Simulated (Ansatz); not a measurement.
C₆H₁₅Sb, charge -1, doublet, at the geometry of the source list (a state made from the parent by changing its charge; the spin is typed, not shown lowest) (all electrons, no relativity) (a gas-phase anion, which may not be bound at this level); HF/STO-3G (Ansatz, a first-principles code).

Input for Ansatz:
Ansatz 0.2 input:
```yaml
crystal:
  periodic: [false, false, false]
  atoms:
    - {symbol: Sb, position_ang: [0.22660000, -0.24530000, 1.54180000]}
    - {symbol: C, position_ang: [1.65530000, 0.97220000, 0.37820000]}
    - {symbol: C, position_ang: [1.11500000, 1.62080000, -0.87920000]}
    - {symbol: H, position_ang: [2.48960000, 0.31090000, 0.14110000]}
    - {symbol: H, position_ang: [2.02750000, 1.73830000, 1.05860000]}
    - {symbol: H, position_ang: [0.30990000, 2.31470000, -0.64430000]}
    - {symbol: H, position_ang: [0.73720000, 0.87770000, -1.57800000]}
    - {symbol: H, position_ang: [1.90460000, 2.17990000, -1.38180000]}
    - {symbol: C, position_ang: [-1.59250000, 0.16490000, 0.38280000]}
    - {symbol: C, position_ang: [-2.34730000, 1.37390000, 0.90020000]}
    - {symbol: H, position_ang: [-2.21400000, -0.72810000, 0.45650000]}
    - {symbol: H, position_ang: [-1.31980000, 0.30780000, -0.66120000]}
    - {symbol: H, position_ang: [-1.73380000, 2.27330000, 0.84060000]}
    - {symbol: H, position_ang: [-2.64180000, 1.23470000, 1.94100000]}
    - {symbol: H, position_ang: [-3.24920000, 1.54160000, 0.31030000]}
    - {symbol: C, position_ang: [0.67430000, -2.14650000, 0.52520000]}
    - {symbol: C, position_ang: [0.58930000, -2.11770000, -0.98640000]}
    - {symbol: H, position_ang: [-0.01910000, -2.88400000, 0.92930000]}
    - {symbol: H, position_ang: [1.67760000, -2.43180000, 0.84110000]}
    - {symbol: H, position_ang: [1.30300000, -1.41000000, -1.40390000]}
    - {symbol: H, position_ang: [-0.41090000, -1.84410000, -1.31650000]}
    - {symbol: H, position_ang: [0.81850000, -3.10320000, -1.39550000]}
basis:
  gaussian:
    orbitals: STO-3G
hamiltonian:
  xc: hf
total_charge: -1
magnetization: {spin_polarized: true, initial_magnetization: 1}
```

The log (banner, timings and long lists left out):

```
Functional definition: HF
927 factors; integrals over basis functions are off by at most 3.9e-5 eV
mean field evaluation 1: about -176442.8423 eV, gradient 1.6e1 eV
mean field evaluation 2: about -176443.3253 eV, gradient 1.6e1 eV
mean field evaluation 4: about -176446.0712 eV, gradient 1.5e0 eV
mean field evaluation 8: about -176446.1075 eV, gradient 1.1e-1 eV
mean field evaluation 16: about -176446.0206 eV, gradient 2.4e-1 eV
mean field evaluation 32: about -176445.8255 eV, gradient 2.4e-1 eV
mean field evaluation 64: about -176446.0208 eV, gradient 9.9e-1 eV
mean field -176446.10773213 eV, -6484.2748596885 hartree, gradient 1.3e-5 eV, S^2 0.768628; 3 other end points of the search recorded, 0 dependent functions left out
reference -176446.10773213 eV, -6484.2748596885 hartree; 52, 51 occupied and 20, 21 virtual orbitals, 927 factors
Total energy: -176446.10773213 eV, -6484.2748596885 hartree
```
